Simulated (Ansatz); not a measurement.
`F/C(=N\[SiH3])[SiH2]Cl` at its PBE0-D4/def2-TZVP geometry, where that method's forces vanish. Total charge 0; spin multiplicity 1.

```xyz
11

F     0.8924    1.4168   -0.5677
C     0.2707    0.4701    0.1803
N    -0.3052   -0.5113   -0.3079
Si   -0.5419   -1.0481   -1.9508
Si    0.3277    0.6822    2.0645
Cl    1.1477    2.4818    2.5822
H     0.0714   -0.1712   -2.9805
H     0.0451   -2.4066   -2.0352
H    -2.0076   -1.1172   -2.1611
H    -1.0610    0.6119    2.5623
H     1.1608   -0.4084    2.6138
```

(1) What forces (eV/Å) does PBE-D4/def2-TZVPP give on these atoms in Ansatz 0.2.0? (Best estimate.)

Results:

(1) Computed: 
```
F1   0.407  0.631 -0.423
C2   0.055  0.142  0.634
N3  -0.428 -0.711 -0.128
Si4 -0.014 -0.028 -0.097
Si5 -0.028 -0.059 -0.047
Cl6  0.124  0.270  0.098
H7   0.063  0.086 -0.131
H8   0.058 -0.150 -0.013
H9  -0.158 -0.016 -0.025
H10 -0.167 -0.022  0.065
H11  0.088 -0.143  0.069
```
